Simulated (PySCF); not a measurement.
# Nb+ (niobium, charge +1) across methods

[Kr] 4d3 5p1, one real determinant (an excited configuration). All numbers are calculated (PySCF 2.14, scalar relativity by spin-free X2C-1e, in x2c-TZVPPall).

| method | E (hartree) | mean ε 4p β (eV) | mean ε 4d α (eV) | mean ε 5p α (eV) | Σ⟨r²⟩ (bohr²) | ⟨S²⟩ |
| --- | --- | --- | --- | --- | --- | --- |
| UHF | -3816.86876 | -51.466 | -18.655 | -9.164 | 52.51 | 6.005 |
| PBE0 | -3818.61 | -45.858 | -14.857 | -8.113 | 50.42 | 6.001 |
| M06 | -3818.92 | -46.202 | -14.442 | -7.834 | 50.65 | 6.001 |
| LDA | -3814.31 | -43.839 | -13.380 | -7.686 | 50.00 | 6.000 |
| wB97M-V | -3818.63 | -48.565 | -17.100 | -9.518 | 50.82 | 6.001 |
| BLYP | -3819.04 | -43.482 | -13.135 | -7.413 | 50.44 | 6.001 |
| r2SCAN | -3818.92 | -44.293 | -13.762 | -7.656 | 50.09 | 6.002 |
| PBE | -3818.53 | -43.584 | -13.401 | -7.629 | 50.23 | 6.001 |

Problem. Estimate the same row for wB97X.

Solution. E (hartree) = -3819.00; mean ε 4p β (eV) = -48.379; mean ε 4d α (eV) = -17.057; mean ε 5p α (eV) = -9.364; Σ⟨r²⟩ (bohr²) = 50.93; ⟨S²⟩ = 6.001.

⟨L²⟩ = 14.06 against 20 for a pure G term, so this real determinant mixes terms.
